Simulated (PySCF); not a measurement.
C$_{3}$H$_{8}$BeS, singlet, geometry from GFN2-xTB (such geometries of metal compounds can be far from the true shape), with bond 10-4 at 1.4 times its length; CASSCF(4,6)/STO-3G run with PySCF.

Here is a job for PySCF.
```python
from pyscf import gto, scf, mcscf
import numpy

mol = gto.M(
    atom='''
Be    0.16770563    0.25449080    0.50678139
C    -0.83646507   -0.92134160   -0.29950156
C    -0.17598178   -2.26730557   -0.64741984
C    -1.37058326   -0.29600614   -1.60492481
H    -1.73374340   -1.18905576    0.27401812
H    -0.88006404   -2.90657941   -1.18207034
H     0.69522125   -2.12613423   -1.28251939
H     0.14072949   -2.79082566    0.25140436
H    -1.91905754    0.62286150   -1.40851829
H    -2.31636054   -1.26992012   -2.30500070
H    -0.56027092   -0.06655695   -2.29343016
S     1.13214991    1.75488180    1.17762863
H     1.81628341    1.25979757    2.18798826
''',
    basis='sto-3g',
    verbose=4,
)

mf = scf.RHF(mol)
mf.kernel()
mc = mcscf.CASSCF(mf, 6, 4)
mc.fix_spin_(ss=0.0)
mc.kernel()
occ = numpy.linalg.eigvalsh(mc.fcisolver.make_rdm1(mc.ci, mc.ncas, mc.nelecas))[::-1]
ss = mc.fcisolver.spin_square(mc.ci, mc.ncas, mc.nelecas)[0]
print('natural occupations', occ.round(4), ' <S^2>', round(ss, 4))
```

### Question
Predict the main parts of the log of this PySCF run.

### Answer

```
PySCF version 2.14.0

[INPUT] verbose = 4
[INPUT] num. atoms = 13
[INPUT] num. electrons = 46
[INPUT] charge = 0
[INPUT] spin (= nelec alpha-beta = 2S) = 0
[INPUT] symmetry False subgroup None
[INPUT] Mole.unit = angstrom
[INPUT] Symbol           X                Y                Z      unit          X                Y                Z       unit  Magmom
[...]
nuclear repulsion = 172.880259366553
number of shells = 25
number of NR pGTOs = 111
number of NR cGTOs = 37
basis = sto-3g
ecp = {}

******** <class 'pyscf.scf.hf.RHF'> ********
method = RHF
initial guess = minao
damping factor = 0
level_shift factor = 0
DIIS = <class 'pyscf.scf.diis.CDIIS'>
diis_start_cycle = 1
diis_space = 8
diis_damp = 0
SCF conv_tol = 1e-09
SCF conv_tol_grad = None
SCF max_cycles = 50
direct_scf = True
direct_scf_tol = 1e-13
Set gradient conv threshold to 3.16228e-05
Initial guess from minao.
init E= -524.58039514924
[...]
cycle= 1 E= -524.402698553289  delta_E= 0.178  |g|= 0.323  |ddm|= 4.13
[...]
cycle= 2 E= -524.454494043062  delta_E= -0.0518  |g|= 0.0793  |ddm|= 0.697
[...]
cycle= 3 E= -524.458021535231  delta_E= -0.00353  |g|= 0.0222  |ddm|= 0.186
[...]
cycle= 4 E= -524.458343213223  delta_E= -0.000322  |g|= 0.00361  |ddm|= 0.06
[...]
cycle= 5 E= -524.458352437361  delta_E= -9.22e-06  |g|= 0.00112  |ddm|= 0.00896
[...]
cycle= 6 E= -524.458353531394  delta_E= -1.09e-06  |g|= 0.000284  |ddm|= 0.00348
[...]
cycle= 7 E= -524.458353609888  delta_E= -7.85e-08  |g|= 5.42e-05  |ddm|= 0.00101
[...]
cycle= 8 E= -524.458353613251  delta_E= -3.36e-09  |g|= 1.43e-05  |ddm|= 0.00021
[...]
cycle= 9 E= -524.458353613501  delta_E= -2.5e-10  |g|= 3.78e-06  |ddm|= 6.08e-05
[...]
Extra cycle  E= -524.458353613511  delta_E= -1.03e-11  |g|= 1.66e-06  |ddm|= 9.53e-06
converged SCF energy = -524.458353613511

******** <class 'pyscf.mcscf.mc1step.CASSCF'> ********
CAS (2e+2e, 6o), ncore = 21, nvir = 10
max_cycle_macro = 50
max_cycle_micro = 4
conv_tol = 1e-07
conv_tol_grad = None
orbital rotation max_stepsize = 0.02
orbital rotation threshold for CI restart = 0.01
augmented hessian ah_max_cycle = 30
augmented hessian ah_conv_tol = 1e-12
augmented hessian ah_linear dependence = 1e-14
augmented hessian ah_level shift = 1e-08
augmented hessian ah_start_tol = 2.5
augmented hessian ah_start_cycle = 3
augmented hessian ah_grad_trust_region = 3
kf_trust_region = 3
kf_interval = 4
ci_response_space = 4
ci_grad_trust_region = 3
with_dep4 0
natorb = False
canonicalization = True
sorting_mo_energy = False
[...]
CASCI E = -524.467905321075  S^2 = 0.0000000
[...]
               |grad[o]|=0.000511  |grad[c]|=0.00147  |ddm|=0.00387  |maxRot[o]|=0.0411
macro iter  34 ( 16 JK    4 micro), CASSCF E = -524.507411289465  dE = -1.55071101e-05  S^2 = 0.0000000
               |grad[o]|=0.000327  |grad[c]|=0.00111  |ddm|=0.00321  |maxRot[o]|=0.0342
macro iter  35 ( 16 JK    4 micro), CASSCF E = -524.507418939691  dE = -7.65022651e-06  S^2 = 0.0000000
               |grad[o]|=0.000222  |grad[c]|=0.000784  |ddm|=0.00244  |maxRot[o]|=0.0262
macro iter  36 ( 11 JK    3 micro), CASSCF E = -524.507421802644  dE = -2.86295278e-06  S^2 = 0.0000000
               |grad[o]|=0.000141  |grad[c]|=0.000513  |ddm|=0.00172  |maxRot[o]|=0.0156
macro iter  37 (  4 JK    1 micro), CASSCF E = -524.507422346951  dE = -5.44306999e-07  S^2 = 0.0000000
               |grad[o]|=9.02e-05  |grad[c]|=0.000483  |ddm|=0.000436  |maxRot[o]|=0.00409
macro iter  38 (  3 JK    1 micro), CASSCF E = -524.507422751129  dE = -4.04177513e-07  S^2 = 0.0000000
               |grad[o]|=8.53e-05  |grad[c]|=0.000417  |ddm|=0.000436  |maxRot[o]|=0.00349
macro iter  39 (  3 JK    1 micro), CASSCF E = -524.507423059458  dE = -3.08329390e-07  S^2 = 0.0000000
               |grad[o]|=7.45e-05  |grad[c]|=0.000364  |ddm|=0.000368  |maxRot[o]|=0.00304
macro iter  40 (  3 JK    1 micro), CASSCF E = -524.507423290298  dE = -2.30840101e-07  S^2 = 0.0000000
               |grad[o]|=6.62e-05  |grad[c]|=0.000315  |ddm|=0.00032  |maxRot[o]|=0.00261
macro iter  41 (  3 JK    1 micro), CASSCF E = -524.507423462397  dE = -1.72099476e-07  S^2 = 0.0000000
               |grad[o]|=5.55e-05  |grad[c]|=0.000273  |ddm|=0.000134  |maxRot[o]|=0.00225
macro iter  42 (  3 JK    1 micro), CASSCF E = -524.507423586370  dE = -1.23972200e-07  S^2 = 0.0000000
               |grad[o]|=4.58e-05  |grad[c]|=0.00024  |ddm|=0.000115  |maxRot[o]|=0.00188
macro iter  43 (  3 JK    1 micro), CASSCF E = -524.507423681602  dE = -9.52322807e-08  S^2 = 0.0000000
               |grad[o]|=4.01e-05  |grad[c]|=0.00021  |ddm|=0.000119  |maxRot[o]|=0.00163
1-step CASSCF converged in  43 macro (705 JK 149 micro) steps
CASSCF canonicalization
Density matrix diagonal elements [1.91523719 1.98209241 0.00934214 0.00199273 0.01321107 0.07812445]
CASSCF energy = -524.507423681602
CASCI E = -524.507423681602  E(CI) = -3.19088910601545  S^2 = 0.0000000
natural occupations [1.9833e+00 1.9151e+00 8.4900e-02 1.4200e-02 1.6000e-03 8.0000e-04]  <S^2> 0.0
```
